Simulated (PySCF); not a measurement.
## Os³⁺: interval between two levels

Os³⁺ [Xe] 4f14 5d5 [6S5/2, M_J = 5/2] → Os³⁺ [Xe] 4f14 5d4 6s1 [6D9/2, M_J = 9/2], as a difference of total energies. All numbers are calculated (PySCF 2.14, the two-component X2C-1e Hamiltonian, in x2c-SVPall-2c with one added diffuse shell each of s, d type (8s9p10d2f, 99 functions)). "Screened" scales the spin-orbit matrix elements by Boettger's factors to mimic the two-electron term; Breit and QED terms are absent.

| method | interval between two levels (cm⁻¹) |
| --- | --- |
| GHF (spin-free) | 55991 |
| GHF (screened spin-orbit) | 59804 |

The labels give the starting determinants; with spin-orbit coupling the two ends relaxed to ⟨J²⟩ = 8.75, ⟨L²⟩ = 0.31, ⟨S²⟩ = 8.40 and ⟨J²⟩ = 24.80, ⟨L²⟩ = 7.03, ⟨S²⟩ = 8.17.
